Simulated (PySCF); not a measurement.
# Peak assignment

Molfile (atoms numbered from 1):
```
C7H10O
     RDKit          3D

 18 17  0  0  0  0  0  0  0  0999 V2000
   -2.0860    1.7769   -0.1267 C   0  0  0  0  0  0  0  0  0  0  0  0
   -0.9548    1.4117    0.4640 C   0  0  0  0  0  0  0  0  0  0  0  0
   -0.1917    0.2020    0.1727 C   0  0  0  0  0  0  0  0  0  0  0  0
   -0.4112   -0.5205   -1.0853 C   0  0  0  0  0  0  0  0  0  0  0  0
   -0.5656    0.0560   -2.2681 C   0  0  0  0  0  0  0  0  0  0  0  0
    0.7039   -0.2444    1.0675 C   0  0  0  0  0  0  0  0  0  0  0  0
    1.5516   -1.4702    0.9045 C   0  0  0  0  0  0  0  0  0  0  0  0
    2.4236   -1.6921    1.9867 O   0  0  0  0  0  0  0  0  0  0  0  0
   -2.5396    1.1897   -0.9069 H   0  0  0  0  0  0  0  0  0  0  0  0
   -2.6040    2.6758    0.1612 H   0  0  0  0  0  0  0  0  0  0  0  0
   -0.5572    2.0171    1.2693 H   0  0  0  0  0  0  0  0  0  0  0  0
   -0.4060   -1.6009   -1.0090 H   0  0  0  0  0  0  0  0  0  0  0  0
   -0.7060   -0.5219   -3.1661 H   0  0  0  0  0  0  0  0  0  0  0  0
   -0.5389    1.1266   -2.3858 H   0  0  0  0  0  0  0  0  0  0  0  0
    0.8521    0.2941    1.9946 H   0  0  0  0  0  0  0  0  0  0  0  0
    2.1175   -1.4123   -0.0405 H   0  0  0  0  0  0  0  0  0  0  0  0
    0.9219   -2.3664    0.8563 H   0  0  0  0  0  0  0  0  0  0  0  0
    2.9817   -0.9149    2.1002 H   0  0  0  0  0  0  0  0  0  0  0  0
  1  2  2  0
  2  3  1  0
  3  4  1  0
  4  5  2  0
  3  6  2  3
  6  7  1  0
  7  8  1  0
  1  9  1  0
  1 10  1  0
  2 11  1  0
  4 12  1  0
  5 13  1  0
  5 14  1  0
  6 15  1  0
  7 16  1  0
  7 17  1  0
  8 18  1  0
M  END
```

[PySCF 2.14: GFN2-xTB geometry; σ from GIAO-PBE0/pcSseg-1; one conformer; averaged over atoms made equivalent by symmetry, fast rotation or ring inversion; no solvent; non-relativistic Hamiltonian]

References, each an isolated molecule treated in the same way: TMS for 13C (σ = 186.93 ppm) and 1H (σ = 31.72 ppm).

Q: Assign these signals to the numbered atoms. 13C{1H} NMR (computed): δ 145.6 (CH), 143.4 (C), 143.1 (CH), 139.4 (CH), 128.7 (CH2), 123.4 (CH2), 66.9 (CH2).

A: 
| δ (ppm) | atoms | environment | reason |
| --- | --- | --- | --- |
| 145.6 | C2 | alkene CH | as expected for a trigonal carbon in a double bond |
| 143.4 | C3 | fully substituted alkene carbon | an sp2 carbon of a C=C bond |
| 143.1 | C6 | alkene CH | an sp2 carbon of a C=C bond |
| 139.4 | C4 | alkene CH | – |
| 128.7 | C5 | terminal =CH2 carbon | as expected for a trigonal carbon in a double bond |
| 123.4 | C1 | terminal =CH2 carbon | – |
| 66.9 | C7 | allylic sp3 CH2 bonded to O | deshielded by the electronegative neighbour |

C3 and C6 lie closer than the usual error of such a calculation, so a measured spectrum could show them in the other order.

Q: Assign these signals to the numbered atoms. 1H NMR (500 MHz, computed): δ 6.58 (m, 1H), 6.42 (m, 1H), 5.84 (m, 1H), 5.81 (m, 1H), 5.80 (m, 1H), 5.70 (t, 1H), 5.49 (m, 1H), 4.71 (d, 2H), 0.37 (br s, 1H).

A: 
```tsv
δ (ppm)	atoms	environment	reason
6.58	H11	hydrogen on an alkene CH	olefinic region
6.42	H12	hydrogen on an alkene CH	–
5.84	H9	hydrogen on a terminal =CH2 carbon	olefinic region
5.81	H14	hydrogen on a terminal =CH2 carbon	–
5.80	H13	hydrogen on a terminal =CH2 carbon	–
5.70	H15	hydrogen on an alkene CH	attached to an sp2 carbon and in the plane of the double bond
5.49	H10	hydrogen on a terminal =CH2 carbon	attached to an sp2 carbon and in the plane of the double bond
4.71	H16/H17	hydrogen on an allylic sp3 CH2 bonded to O	its carbon carries O, which withdraws density
0.37	H18	hydrogen on an alcohol oxygen	labile proton, position sensitive to the medium
```

H9 and H14; H14 and H13; H13 and H15 lie closer than the usual error of such a calculation, so a measured spectrum could show them in the other order.

The OH or NH signal is concentration- and solvent-dependent in practice; the value given is the gas-phase one. Shifts are as computed. Against solution values, carbons near 30 ppm lie about +3 ppm off and those near 130 ppm about +5 ppm. Of 1211 compounds with measured shifts, 218 miss one by over three times the rms of a fit or turn the order of signals round; such compounds aren't used in these exercises. No couplings were computed; multiplicities are counted from neighbouring protons, with m where these are inequivalent, close in shift, in a saturated or five-membered ring or joined by F or P, and br s for small geminal =CH2 splittings.
